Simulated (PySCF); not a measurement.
**Broadened absorption spectrum of C6H12Si**

Species: C6H12Si.
InChI=1S/C6H12Si/c1-5(2)6-3-7-4-6/h6H,1,3-4,7H2,2H3

Computed, not measured: TDDFT PBE0/def2-SVPD, vertical, gas phase, core orbitals frozen in the response in PySCF. Geometry: GFN2-xTB, one conformer, isolated molecule. Torsions of this conformer, `[CH2:1]=[C:2]([CH3:3])[CH:4]1[CH2:5][SiH2:6][CH2:7]1`: C1–C2–C4–C5 -56°.

Broadening: Gaussians 0.4 eV wide at half height, area fixed by f = 4.319×10⁻⁹ ∫ε dν̃. The width is an assumption, not a result. The curve ends short of the highest state used, and states not computed would add to its high-energy end.

(λ (nm), ε (L mol⁻¹ cm⁻¹)): (184.2, 4407), (185.2, 3534), (186.2, 2967), (187.2, 2710), (188.2, 2751), (189.2, 3072), (190.2, 3643), (191.2, 4421), (192.2, 5346), (193.2, 6345), (194.2, 7330), (195.3, 8287), (196.3, 8952), (197.3, 9353), (198.3, 9453), (199.3, 9246), (200.3, 8756), (201.3, 8035), (202.3, 7150), (203.3, 6174), (204.3, 5178), (205.3, 4221), (206.3, 3347), (207.3, 2584), (208.3, 1943), (209.3, 1425), (210.3, 1019), (211.3, 712), (212.3, 486), (213.3, 324), (214.3, 212), (215.3, 135), (216.3, 85), (217.3, 52), (218.3, 31), (219.4, 18)

Question: Where are the band maxima, and which computed states make them?

Answer: 198 nm (6.26 eV), ε about 9500, made up of S1 (98%) (ε in L mol⁻¹ cm⁻¹; maxima over ε = 5, shares over 10%). At its high-energy end, 6.73 eV, the curve is still rising (ε about 4400, from S4 and S5). The states used: S1 6.25 eV (f 0.137); S2 6.46 eV (f 0.0037); S3 6.49 eV (f 0.0039); S4 6.82 eV (f 0.022); S5 7.02 eV (f 0.169); S6 7.05 eV (f 0.0003); S7 7.06 eV (f 0.013); S8 7.33 eV (f 0.0093).

Question: Coming from long wavelengths, where does ε first pass 100 L mol⁻¹ cm⁻¹?

Answer: At about 216 nm (5.74 eV), 0.51 eV below S1.

Question: What would ε be at 6.26 eV, the highest of these maxima, with half the width (0.2 eV)?

Answer: About 18400 L mol⁻¹ cm⁻¹ against 9460, a factor of about 1.9; a lone state at its own centre would give exactly 2.

Question: On this curve, what absorbance would a 10⁻⁵ mol/L sample give at 193 nm over a 1 cm path?

Answer: 193 nm is 6.424 eV, where ε is about 6100 L mol⁻¹ cm⁻¹, so A = ε c l ≈ 0.061 (Beer–Lambert, with the gas-phase spectrum and the assumed width).

Hardware: one thread, Arm Neoverse N1 (aarch64), on a shared host. Cost: 89 s, 1.0 GiB resident at most.
